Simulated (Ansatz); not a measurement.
Reaction (cleavage of the B–Ga bond): `[BH2][GaH][CH3]` + `N=C=N` → `BN=C=N` + `[CH3][GaH2]`

Isolated molecules relaxed with PBE0-D4/def2-TZVP in Ansatz; ΔE leaves out vibrations. CCSD(T)/CBS is the MP2 limit (def2-TZVPP, def2-QZVPP) plus CCSD(T) − MP2 in def2-TZVPP, frozen cores. This one scheme is used for every species. Functionals use def2-TZVPP. For Ga outer-core shells are correlated without core-valence functions, which leaves a few kJ/mol of doubt a bond. Scalar relativity is left out up to krypton. Each species was taken in one conformer, which may not be the lowest.

`[BH2][GaH][CH3]`:

Z-matrix (Å, degrees):
```
C
Ga 1 1.976
H 1 1.090 2 113.6
H 1 1.094 2 109.1 3 121.3
H 1 1.093 2 109.6 3 -122.0
B 2 2.069 1 125.0 3 -3.3
H 2 1.583 1 115.1 3 176.9
H 6 1.199 2 122.4 1 -90.0
H 6 1.199 2 122.3 1 90.4
```

`N=C=N`:

```xyz
5

N    -0.148    1.061   -0.623
C     0.116    0.090    0.061
N     0.516   -0.776    0.817
H    -1.110    1.346   -0.733
H     0.626   -1.721    0.478
```

`BN=C=N`:

Cartesian coordinates in Å:
```
B -1.358 -0.789 -0.018
N -0.119 -0.170 0.062
C 0.927 0.410 0.094
N 2.043 0.887 0.215
H -2.225 -0.274 -0.660
H -1.526 -1.823 0.558
H 2.257 1.759 -0.251
```

`[CH3][GaH2]`:

```xyz
7

C     0.137    0.489    0.749
Ga   -0.190   -0.580   -0.868
H     0.990    1.152    0.568
H    -0.718    1.110    1.017
H     0.402   -0.146    1.597
H     0.710   -1.833   -1.182
H    -1.331   -0.192   -1.881
```

Is it downhill or uphill in electronic energy at CCSD(T)/CBS, and by how much? (Estimate.)

Computed: Downhill: ΔE = -126.3 kJ/mol.

What do these levels give: ωB97M-V, r2SCAN, PBE0, CAM-B3LYP, CCSD(T)/def2-SVP, CCSD/CBS(def2)? (An estimate is asked.)

Computed: ωB97M-V -134.3, r2SCAN -135.6, PBE0 -133.9, CAM-B3LYP -142.8, CCSD(T)/def2-SVP -151.1, CCSD/CBS(def2) -125.9 kJ/mol.

Largest T1 diagnostic among the species: 0.017.

In def2-TZVPP, CCSD(T) changes the Hartree–Fock value by +13.5 kJ/mol (the triples alone add −0.4 kJ/mol) and MP2 by +5.2 kJ/mol. Leaving LDA and LC-ωPBE aside and taking each functional with its dispersion term where it has one, the values, not all of them listed here, spread over 11.3 kJ/mol, from CAM-B3LYP-D4 to revPBE-D4. LDA lies −12.0 kJ/mol from PBE without D4. From BLYP to BHLYP (50 % exact exchange), in def2-TZVPP and without D4, ΔE moves by −3.8 kJ/mol.
